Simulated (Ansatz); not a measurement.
Basis-set extrapolation for CH$_{5}$BN$_{2}$O (`N=C(N)BO`) (PBE0-D4/def2-TZVP geometry, frozen core, the Gaussian-basis code of Ansatz). Multiplicity 1, RHF reference.

```csv
,def2-TZVPP,def2-QZVPP
HF,-249.372082,-249.383939
MP2 correlation,-0.909639,-0.975330
CCSD(T) correlation,-0.973279,-1.033013
```

Energies in hartree. Use E(X) = E(∞) + A·exp(−7.88·√X) for Hartree–Fock and E(X) = E(∞) + B·X^(−2.97) for correlation, with X = 3 and 4.

**Question.** What is the CCSD(T) energy at the basis-set limit?

**Answer.** HF limit: -249.383939 + (-0.011857) × 0.13774 = -249.38557. Correlation limit: -1.033013 + (-0.059734) × 0.74074 = -1.07726. Total: -250.46283 hartree, 308.4 kJ/mol below CCSD(T)/def2-TZVPP.
